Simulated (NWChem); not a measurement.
# BNH3Cl; SMILES NBCl

```xyz
6

B     -0.5800     0.5139     0.0000
H     -1.7612     0.6555     0.0000
Cl     0.0853    -1.1441     0.0000
N      0.2831     1.6023     0.0000
H     -0.0555     2.5545     0.0000
H      1.2912     1.5168     0.0000
```
Atoms are numbered in this order, from 1.

Program: NWChem. All runs use the structure optimised with B3LYP/6-31G* (spherical d). B3LYP is NWChem's, with the RPA form of VWN correlation. Vzz is the largest principal value of the second derivative of the potential at the nucleus (NWChem prints the opposite sign); η is the asymmetry. Non-relativistic.

For level PBE0/def2-SVP:

| Item | Value |
|---|---|
| Vzz B1 (a.u.) | 0.295 |
| Vzz Cl3 (a.u.) | 1.997 |
| Vzz N4 (a.u.) | -0.631 |
| η N4 | 0.56 |

Problem. Estimate the same quantities for level B3LYP/def2-TZVP.

Solution. Vzz B1 (a.u.): 0.344
Vzz Cl3 (a.u.): 2.158
Vzz N4 (a.u.): -0.578
η N4: 0.68
